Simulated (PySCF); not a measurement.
Si(F)(SH)3 (FH3S3Si), SMILES F[Si](S)(S)S. Atoms are numbered in the order given.

```xyz
8

F      0.0000     0.0000     1.8772
Si     0.0000     0.0000     0.2509
S     -1.9040     0.6340    -0.4461
S      1.5010     1.3319    -0.4461
S      0.4030    -1.9659    -0.4461
H     -2.5800    -0.2427     0.3346
H      1.0798     2.3557     0.3346
H      1.5002    -2.1130     0.3346
```
Charge 0, spin multiplicity 1.

Geometry optimised at r2SCAN-D4/def2-SVP. The structure was generated by enumeration, and PubChem lists no compound with its InChIKey, so it may never have been made. One conformer was computed; it need not be the lowest.

Method: HF/pcSseg-1 (PySCF).

GIAO shieldings, no solvent; atoms alike by connectivity are averaged. δ = σ(ref) − σ: ¹⁹F against CFCl3 (σ = 238.5 ppm); ²⁹Si against TMS (σ = 393.8 ppm); ³³S against H2S (σ = 725.2 ppm); ¹H against TMS (σ = 31.99 ppm), references at their B3LYP-D3(BJ)/def2-TZVP geometries, non-relativistic.

Computed chemical shifts:
```csv
nucleus,atoms,count,δ (ppm)
¹⁹F,F1,1,-78.4
²⁹Si,Si2,1,32.0
³³S,"S3, S4, S5",3,26.3
¹H,"H6, H7, H8",3,1.92
```
